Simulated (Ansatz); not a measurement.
Mulliken charges of GeH4OTe, SMILES `[OH][GeH2][TeH]` from B3LYP/def2-TZVPP in Ansatz (PBE0-D4/def2-TZVP geometry).

```
atom   x (Å)   y (Å)   z (Å)  charge (e)
  O1  -1.528  -0.264  -0.854      -0.419
 Ge2  -0.157   0.608  -0.129       0.392
 Te3   1.978  -0.801  -0.201      -0.125
  H4  -1.562  -1.183  -0.576       0.177
  H5   0.004   1.847  -1.014       0.005
  H6  -0.453   0.951   1.341      -0.014
  H7   1.778  -1.226   1.388      -0.017
```

Q: By hand: the dipole of these point charges (1 e Å = 4.8032 D).

A: Σ q r = (0.031, 0.256, 0.183) e Å, of length 0.316 e Å = 1.52 D.

Q: How does the dipole of the full density compare? (Estimate.)

A: Computed: (0.085, -0.078, 0.202) e Å, 1.12 D; the point charges give 1.36 times that, at 75° from its direction.

Point charges leave out the atoms' own dipoles, such as those of lone pairs, and Mulliken's split depends on the basis, so the two needn't agree.

B3LYP here is the variant with VWN-RPA as its local correlation; programs differ in this.
